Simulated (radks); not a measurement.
The numbers below are computed, except where a source is named.
Hf5+, configuration [Xe] 4f13 (the NIST ground configuration).

Level of theory: scalar-relativistic Kohn-Sham, LB94 model potential, spin-polarised, spherical densities, finite nucleus; open shells are filled with parallel spins first (spin-orbit coupling, left out, can overturn this in heavy ions); Fermi nuclear charge, rms radius 5.347 fm (a radial shooting solver on a logarithmic mesh with Libxc functionals).

Energy parts (Ry):
part                   energy
kinetic            33104.5741
electron-nucleus  -74139.9464
Hartree            11504.7971
(The LB94 potential has no energy functional, so no total or exchange-correlation energy is given.)

Orbitals (lengths in bohr, moments of r in powers of bohr; <r^-3> diverges for s and p1/2):
| orbital | occ. | eigenvalue (Ry) | <r^-3> | <r^4> |
|---|---|---|---|---|
| 1s up | 1 | -4819.159 | - | 6.583e-07 |
| 1s down | 1 | -4819.159 | - | 6.583e-07 |
| 2s up | 1 | -829.9714 | - | 0.00009993 |
| 2s down | 1 | -829.9726 | - | 0.00009993 |
| 2p up | 3 | -730.0196 | 17900 | 0.00007747 |
| 2p down | 3 | -730.0205 | 17900 | 0.00007747 |
| 3s up | 1 | -193.9435 | - | 0.003700 |
| 3s down | 1 | -193.9420 | - | 0.003698 |
| 3p up | 3 | -164.0437 | 3941 | 0.003943 |
| 3p down | 3 | -164.0411 | 3942 | 0.003941 |
| 3d up | 5 | -128.5293 | 513.5 | 0.003055 |
| 3d down | 5 | -128.5282 | 513.5 | 0.003053 |
| 4s up | 1 | -43.37037 | - | 0.08893 |
| 4s down | 1 | -43.31066 | - | 0.08895 |
| 4p up | 3 | -33.59029 | 900.5 | 0.1180 |
| 4p down | 3 | -33.53178 | 900.2 | 0.1180 |
| 4d up | 5 | -20.91510 | 100.1 | 0.1751 |
| 4d down | 5 | -20.85784 | 100.1 | 0.1752 |
| 4f up | 7 | -6.87870 | 16.71 | 0.5909 |
| 4f down | 6 | -6.82655 | 16.70 | 0.5974 |
| 5s up | 1 | -10.11543 | - | 2.640 |
| 5s down | 1 | -10.07725 | - | 2.656 |
| 5p up | 3 | -7.62462 | 140.4 | 4.710 |
| 5p down | 3 | -7.59369 | 139.6 | 4.752 |
| 5d up | 0 | -4.67255 | 9.927 | 14.34 |
| 5d down | 0 | -4.65461 | 9.821 | 14.52 |
| 6s up | 0 | -4.08311 | - | 50.46 |
| 6s down | 0 | -4.07540 | - | 50.75 |

The highest occupied level is 4f down at -92.880 eV. For comparison, the ionisation energy in NIST's Atomic Spectra Database is 98 eV (theoretical). In exact Kohn-Sham theory the highest level is minus the ionisation energy, but local and semilocal functionals leave it too shallow, through self-interaction and a potential that decays too fast; potentials with the right tail come closer. Spin moment in Bohr magnetons: 1. The electron density at the nucleus is 1.283e+06 e/bohr^3 (large components only). The spin density at the nucleus is 1.280 e/bohr^3 (1s 0.001, 2s 0.198, 3s -2.045, 4s 0.700, 5s 2.425). The density falls to 0.001 e/bohr^3 at r = 2.75 bohr.
